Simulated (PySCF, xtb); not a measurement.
B(NMe2)(OH)(SH) (C2H8BNOS), SMILES CN(C)B(S)O.

GFN2-xTB (xtb) at its own geometry gives an orbital gap of 5.49 eV and a dipole moment of 2.04 D.

Coordinates come from a r2SCAN-D4/def2-SVP optimisation. The values are those of a single conformer.

### Question
What does PBE/def2-TZVP in PySCF give? (An estimate is asked for; the answer gives what the named calculation found.)

### Answer
gap 4.68 eV (levels -5.34 and -0.65 eV), dipole 0.68 D.
